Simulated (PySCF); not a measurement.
C₅H₁₀. Atoms are numbered in the order given.

```xyz
15

C     -0.9314    -1.4760     0.5731
C     -0.5097    -0.2412     0.2301
C     -1.3985     0.7278    -0.5077
C      0.8864     0.2403     0.5674
C      1.7705     0.5142    -0.6589
H     -1.9465    -1.8271     0.3272
H     -0.2743    -2.1757     1.1144
H     -1.4980     1.6820     0.0545
H     -0.9743     0.9956    -1.4991
H     -2.4121     0.3148    -0.6730
H      0.8070     1.1751     1.1689
H      1.3806    -0.5091     1.2200
H      2.7854     0.8386    -0.3525
H      1.8777    -0.3976    -1.2813
H      1.3507     1.3126    -1.3040
```
Charge 0, spin multiplicity 1.

The structure is a stationary point at PBE-D3(BJ)/def2-SVP. One conformer was computed; it need not be the lowest.

The numbers are results of PBE-D3(BJ)/def2-SVP run with PySCF, not measurements.

Frequencies are harmonic and unscaled.

```
mode  ν (cm⁻¹)  IR (km/mol)  moving atoms (share of kinetic energy)
----  --------  -----------  --------------------------------------
1           62          0.1                          C 51 %, H 49 %
2          180          0.6                                  H 93 %
3          220          0.5                          H 77 %, C 23 %
4          254          0.2                          C 54 %, H 46 %
5          392          0.8                          C 53 %, H 47 %
6          419          1.4                          C 56 %, H 44 %
7          522          7.3                          C 60 %, H 40 %
8          696          0.2                           H 91 %, C 9 %
9          764          1.8                          H 66 %, C 34 %
10         779          2.0                          H 54 %, C 46 %
11         873         34.3                          H 73 %, C 27 %
12         921          1.8                          H 54 %, C 46 %
13         953          1.6                          H 78 %, C 22 %
14         992          1.6                          H 70 %, C 30 %
15        1013          1.1                          C 50 %, H 50 %
16        1055          5.2                          C 55 %, H 45 %
17        1066          0.6                          H 59 %, C 41 %
18        1220          1.5                          H 72 %, C 28 %
19        1257          2.0                          H 66 %, C 34 %
20        1299          1.2                          H 55 %, C 45 %
21        1340          1.3                          H 79 %, C 21 %
22        1342          6.3                          H 64 %, C 36 %
23        1371          0.2                          H 84 %, C 16 %
24        1393          3.1                                  H 95 %
25        1405         11.5                                  H 95 %
26        1414         11.5                                  H 94 %
27        1421          4.6                                  H 97 %
28        1432          4.2                                  H 92 %
29        1678         17.2                          C 90 %, H 10 %
30        2948         25.0                                  H 94 %
31        2956         21.8                                  H 97 %
32        2972         25.1                                  H 97 %
33        3017         12.0                           H 91 %, C 9 %
34        3024         14.9                           H 91 %, C 9 %
35        3062         28.8                           H 91 %, C 9 %
36        3062         19.8                           H 91 %, C 9 %
37        3066          5.5                                  H 94 %
38        3073         15.8                           H 91 %, C 9 %
39        3162         13.9                          H 89 %, C 11 %
```
